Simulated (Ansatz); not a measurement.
`F[SiH]([GaH2])[SeH]` and `C[SiH](F)[SeH]` differ in one atom or group.

Ansatz, PBE0-D4/def2-TZVP geometries, multiplicity 1. Each molecule was computed in one conformer, which needn't be the lowest.

Scalar relativity is left out up to krypton. Spin–orbit coupling is left out; it splits and shifts lone-pair levels of the heavy atoms by tenths of an eV.

| property | `F[SiH]([GaH2])[SeH]` |
| --- | --- |
| HOMO energy (B3LYP/def2-TZVPP) / eV | -7.07 |
| size of the dipole moment (B3LYP/def2-TZVPP) / D | 1.06 |
| ideal-gas entropy at 298 K and 1 bar (rigid rotor, harmonic PBE0-D4/def2-TZVP) / J/(mol·K) | 381 |
| LUMO energy (ωB97M-V/def2-TZVPP) / eV | -0.55 |
| HOMO–LUMO gap (ωB97M-V/def2-TZVPP) / eV | 8.72 |
| zero-point energy (PBE0-D4/def2-TZVP) / kJ/mol | 89.0 |

(1) Give the same properties after the change, and the shifts. (An estimate is asked.)

## Answers

(1) Computed: 
```json
{"property": "HOMO energy (B3LYP/def2-TZVPP) / eV", "`C[SiH](F)[SeH]`": "-7.06", "shift": "0.01"}
{"property": "size of the dipole moment (B3LYP/def2-TZVPP) / D", "`C[SiH](F)[SeH]`": "1.91", "shift": "0.85"}
{"property": "ideal-gas entropy at 298 K and 1 bar (rigid rotor, harmonic PBE0-D4/def2-TZVP) / J/(mol·K)", "`C[SiH](F)[SeH]`": "344", "shift": "-37"}
{"property": "LUMO energy (ωB97M-V/def2-TZVPP) / eV", "`C[SiH](F)[SeH]`": "1.86", "shift": "2.41"}
{"property": "HOMO–LUMO gap (ωB97M-V/def2-TZVPP) / eV", "`C[SiH](F)[SeH]`": "11.35", "shift": "2.63"}
{"property": "zero-point energy (PBE0-D4/def2-TZVP) / kJ/mol", "`C[SiH](F)[SeH]`": "149.5", "shift": "60.5"}
```

The zero-point energy changes by 60.5 kJ/mol with +3 modes. Dipoles are sizes alone; their direction can turn. Modes under 60 cm⁻¹, often nearly free rotors, make the harmonic entropy too high.

Positive LUMOs are unbound, so they and the gaps depend on the basis.

B3LYP here is the variant with VWN-RPA as its local correlation; programs differ in this.
